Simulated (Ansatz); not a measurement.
trans-NiH2(PH3)2 (NiP₂H₈). The state is a singlet with charge 0. Geometry PBE-D4/def2-SVP.

Cartesian coordinates in Å:
```
Ni 0.1515 0.0764 0.0108
H 1.5008 0.7437 0.1148
P -0.6242 1.0569 1.6865
H -1.1420 0.2534 2.7576
H -1.8006 1.8597 1.5059
H 0.0853 1.9930 2.5144
H -1.2135 -0.5981 -0.0951
P 0.6700 -1.0347 -1.6827
H -0.1387 -0.8870 -2.8596
H 0.5711 -2.4644 -1.5992
H 1.9404 -0.9989 -2.3535
```

B3LYP takes the VWN-RPA correlation. At HF/def2-TZVP the restricted singlet is unstable: a solution with broken spin symmetry lies lower.

Question: Estimate the orbital energies around the gap (eV) in Ansatz with HF/def2-TZVP, BLYP-D4/def2-TZVP, r2SCAN-D4/def2-TZVPD, B3LYP-D4/def2-TZVP, ωB97X-V/def2-TZVP.

Answer: 
```tsv
orbital	HF/def2-TZVP	BLYP-D4/def2-TZVP	r2SCAN-D4/def2-TZVPD	B3LYP-D4/def2-TZVP	ωB97X-V/def2-TZVP
HOMO−5	-14.17	-7.53	-8.00	-8.62	-11.17
HOMO−4	-13.43	-5.78	-6.15	-7.44	-10.27
HOMO−3	-12.19	-5.58	-5.99	-6.75	-9.56
HOMO−2	-11.77	-5.22	-5.47	-6.56	-9.47
HOMO−1	-10.74	-4.73	-5.06	-6.49	-8.91
HOMO	-9.28	-4.51	-4.72	-6.08	-8.88
LUMO	2.67	-1.59	-1.48	-0.89	1.43
LUMO+1	2.82	-1.34	-1.46	-0.79	1.48
LUMO+2	3.93	0.10	0.24	0.68	2.96
LUMO+3	4.21	0.13	0.25	0.69	3.02
LUMO+4	4.23	0.21	0.40	0.76	3.12
LUMO+5	4.59	0.31	0.49	0.83	3.16
```
